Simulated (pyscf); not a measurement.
Thermochemistry of product channels of H₂C=CH–CH₂⁻ on the singlet surface, in kcal/mol, from CCSD(T)/def2-TZVPPD + ΔMP2(QZVPPD) energies (ideal gas, 1 atm, RRHO with modes under 100 cm⁻¹ raised to 100, one conformer, R ln 2 for rigid chiral ones). Structures and frequencies: ωB97X-D3(BJ)/def2-SVPD in PySCF. MP2 and CC: frozen core, UHF for open shells. ΔMP2 is the change of the MP2 total energy from the triple- to the quadruple-zeta basis.

```
products                            ΔE  ΔH(298 K)  ΔG(900 K)  ΔG(1200 K)
-------------------------------  -----  ---------  ---------  ----------
H₂C=C⁻–CH₃                       +14.0      +14.3      +14.1       +14.3
cyclic C₃H₅- (SMILES [CH-]1CC1)  +29.3      +30.1      +32.8       +34.1
```

These are energies of the channels, which say nothing of barriers. The CCSD(T) − MP2 part came from Ansatz, without density fitting, on the same reference.
